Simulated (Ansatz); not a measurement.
One change: `COCI` becomes `COC[SiH2]P`.

Ansatz, PBE0-D4/def2-TZVP geometries, multiplicity 1. Each molecule was computed in one conformer, which needn't be the lowest.

Elements past krypton have def2 core potentials.

```json
{"property": "LUMO energy (PBE0/def2-TZVPP) / eV", "`COCI`": "-0.84"}
{"property": "HOMO energy (PBE/def2-TZVPP) / eV", "`COCI`": "-6.00"}
{"property": "LUMO energy (ωB97M-V/def2-TZVPP) / eV", "`COCI`": "1.08"}
{"property": "HOMO–LUMO gap (PBE/def2-TZVPP) / eV", "`COCI`": "4.28"}
{"property": "LUMO energy (PBE/def2-TZVPP) / eV", "`COCI`": "-1.72"}
{"property": "HOMO–LUMO gap (B3LYP/def2-TZVPP) / eV", "`COCI`": "5.83"}
```

**Question.** Give the same properties after the change, and the shifts. (An estimate is asked.)

**Answer.** Computed: 
```tsv
property	`COC[SiH2]P`	shift
LUMO energy (PBE0/def2-TZVPP) / eV	0.39	1.23
HOMO energy (PBE/def2-TZVPP) / eV	-6.06	-0.06
LUMO energy (ωB97M-V/def2-TZVPP) / eV	2.13	1.05
HOMO–LUMO gap (PBE/def2-TZVPP) / eV	5.55	1.27
LUMO energy (PBE/def2-TZVPP) / eV	-0.51	1.21
HOMO–LUMO gap (B3LYP/def2-TZVPP) / eV	7.45	1.62
```

With PBE0 the HOMO falls by 0.33 eV and the LUMO rises by 1.23 eV, so the gap widens by about 1.56 eV. PBE moves the HOMO by -0.06 eV and ωB97M-V by -0.26 eV.

B3LYP here is the variant with VWN-RPA as its local correlation; programs differ in this.

Spin–orbit coupling is left out; it splits and shifts lone-pair levels of the heavy atoms by tenths of an eV.
